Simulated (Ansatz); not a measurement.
Ansatz results at the PBE0-D4/def2-TZVP geometry: size of the dipole moment (B3LYP/def2-TZVPP) 1.47 D; ideal-gas entropy at 298 K and 1 bar (rigid rotor, harmonic PBE0-D4/def2-TZVP) 236 J/(mol·K); zero-point energy (PBE0-D4/def2-TZVP) 61.3 kJ/mol.

(1) Which molecule gave them?
A. `O=c1ccocc1`
B. `C=P(C)(C)C`
C. `O=S1(=O)C=CC1`
D. `[CH2][O]` (triplet)

Answers

(1) D. The others give `O=S1(=O)C=CC1`: 4.84, 309, 183.7; `C=P(C)(C)C`: 3.16, 359, 361.0; `O=c1ccocc1`: 4.05, 303, 213.1.

B3LYP here is the variant with VWN-RPA as its local correlation; programs differ in this.
